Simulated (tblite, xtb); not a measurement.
hydrogen selenide (H2Se), singlet, geometry from GFN2-xTB. Base run: GFN1-xTB run with xtb.

Input for xtb:
```
$ xtb mol.xyz --gfn 1 --json

# file mol.xyz
3

Se    -0.00212195     0.05573074    -0.00140146
H     -0.99156528    -0.98670710     0.01758038
H      1.06371165    -0.90813823     0.03006913
```

Programs used: tblite, xtb; a row that names a program was run with it.

The base run was repeated with changes; each row names its change, and settings that it needs were set with it.

```
change                                                      ΔE vs base (kcal/mol)  HOMO-LUMO gap (eV)  dipole (D)  SCF cycles
----------------------------------------------------------  ---------------------  ------------------  ----------  ----------
base                                                                        0.000                6.01        0.46           7
program = tblite; method = gfn1; option = --spin-polarized                  0.002                   -           -           -
acc = 0.0001                                                                0.000                6.01        0.46           8
file = coord                                                                0.000                6.01        0.46           7
acc = 30                                                                    0.000                6.01        0.46           6
acc = 0.1                                                                   0.000                6.01        0.46           8
acc = 1000                                                                  0.000                6.01        0.46           5
etemp = 10000                                                               -3.09                6.02        0.46           7
```
